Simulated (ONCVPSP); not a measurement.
**Which change was made? (V, ONCV)**

ONCVPSP 4.0.1 input, shortened (lines: element, Z, core and valence counts, functional; n l f; lmax; l rc ep ncon nbas qcut; lloc lpopt rc5 dvloc0; l nproj debl; icmod fcfact rcfact), PBEsol, scalar-relativistic:

```
  V 23.00    3    4  -116133      upf
    1    0    2.00
    2    0    2.00
    2    1    6.00
    3    0    2.00
    3    1    6.00
    3    2    3.00
    4    0    2.00
    2
    0    1.40    0.00    3    7    9.30
    1    1.05    0.00    5    8    7.70
    2    1.85    0.00    4    9    8.60
    4    1    0.90    4.00
    0    2    3.90
    1    3    0.90
    2    1    2.60
    3    2.75    1.15
```

In the p channel the program set the typed energies aside and used -1.615, 0.250, 1.150 Ha.

Cutoffs, loose and tight: the cutoffs (Ha) at which the residual kinetic energy of the hardest occupied pseudo-wave falls to 1 and 0.1 mHa per electron. They do not see the model core or the augmentation charge, which bear on the density cutoff. Test errors are all-electron minus pseudo excitation energies from the reference, over the configurations 3s2 3p6 3d3 4s1; 3s2 3p6 3d3 4s0; 3s2 3p6 3d2 4s0; 3s2 3p6 3d3 4s0 4p2; variants that change the core or the reference have their own tests.

The base gives: outcome: generated, projector energies reset by the program; cutoff, loose: 68 Ha; cutoff, tight: 157 Ha; bound ghosts: p; GHOST(+) flags above zero: none; largest test error (meV): +33.

Question: After one change the result is: outcome: generated; cutoff, loose: 68 Ha; cutoff, tight: 157 Ha; bound ghosts: none; GHOST(+) flags above zero: none; largest test error (meV): +33. Which change was it?
A. d: qcut 13.1
B. p: nproj 1
C. all radii but the core radius scaled by about 0.80 (s 1.12, p 0.84, d 1.48 bohr); local potential polynomial inside 0.72 bohr (lpopt 1, dvloc0 4 Ha)

Answer: B. The others give: all radii but the core radius scaled by about 0.80 (s 1.12, p 0.84, d 1.48 bohr); local potential polynomial inside 0.72 bohr (lpopt 1, dvloc0 4 Ha) → outcome: generated, projector energies reset by the program; cutoff, loose: 48 Ha; cutoff, tight: 157 Ha; bound ghosts: p; GHOST(+) flags above zero: s, p; largest test error (meV): +14 | d: qcut 13.1 → outcome: generated, projector energies reset by the program; cutoff, loose: 68 Ha; cutoff, tight: 157 Ha; bound ghosts: p; GHOST(+) flags above zero: none; largest test error (meV): -5.8.
